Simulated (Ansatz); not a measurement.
Reaction (isomerisation): `FC(Cl)C[SiH3]` → `FC([SiH3])CCl`

Gas-phase electronic energies from Ansatz, PBE0-D4/def2-TZVP geometries. CCSD(T)/CBS adds triple-zeta CCSD(T) − MP2 to the extrapolated MP2 energy (def2 sets, frozen cores). DFT in def2-TZVPP. Each species was taken in one conformer, which may not be the lowest.

`FC(Cl)C[SiH3]`:

Cartesian coordinates in Å:
```
F -0.339 1.834 -0.684
C 0.263 1.264 0.401
Cl -0.045 2.312 1.814
C -0.255 -0.128 0.614
Si -0.031 -1.250 -0.892
H 1.341 1.299 0.240
H 0.273 -0.572 1.462
H -1.315 -0.082 0.882
H -0.939 -0.856 -1.997
H 1.378 -1.174 -1.360
H -0.332 -2.645 -0.480
```

`FC([SiH3])CCl`:

```xyz
11

F    -0.733   -1.691   -0.039
C    -0.026   -0.541   -0.377
Si   -1.207    0.951   -0.205
C     1.190   -0.416    0.494
Cl    2.383   -1.709    0.196
H     0.282   -0.646   -1.424
H    -0.504    2.170   -0.683
H    -1.585    1.118    1.221
H    -2.411    0.701   -1.033
H     1.693    0.533    0.302
H     0.919   -0.472    1.549
```

| level | ΔE (eV) |
| --- | --- |
| ωB97M-V | 0.35 |
| PBE | 0.34 |
| SCS-MP2/def2-QZVPP | 0.35 |
| CCSD/CBS(def2) | 0.33 |

(1) What does CCSD(T)/CBS give? (Best estimate.)

Largest T1 diagnostic among the species: 0.011.

Answers

(1) Ansatz gave: +0.34 eV. The listed levels differ from it by 0.01, 0.00, 0.01, -0.01 eV.

In def2-TZVPP, CCSD(T) changes the Hartree–Fock value by +0.04 eV (the triples alone add +0.01 eV) and MP2 by +0.06 eV.
